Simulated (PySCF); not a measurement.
# Radial density of Ar⁺ (argon, charge +1)

revPBE, [Ne] 3s2 3p4 4s1, high-spin 4P determinant (an excited configuration). Calculation: PySCF 2.14, in dyall-acv3z (19s12p6d4f, 113 functions); scalar relativity by spin-free X2C-1e.

```csv
r (bohr),4πr²ρ (e/bohr),4πr²(ρα − ρβ)
0.00132,0.09880,0.0001
0.00222,0.2599,0.0001
0.00373,0.6704,0.0004
0.00627,1.673,0.0009
0.0105,3.940,0.0021
0.0177,8.400,0.0048
0.0298,15.12,0.0109
0.0502,20.60,0.0281
0.0844,18.71,0.0906
0.142,14.45,0.2649
0.239,19.78,0.4076
0.402,16.98,0.0768
0.676,5.157,0.3769
1.14,5.131,1.6490
1.91,2.263,0.8208
3.22,0.4663,0.3840
5.41,0.1208,0.1204
9.10,0.0005010,0.0005
```

Densities and radii are taken from the X2C orbitals without a picture-change correction, which distorts them close to the nucleus.

The outer electron is Rydberg-like, and this basis confines it to a smaller radius and binds it less than a complete one would.
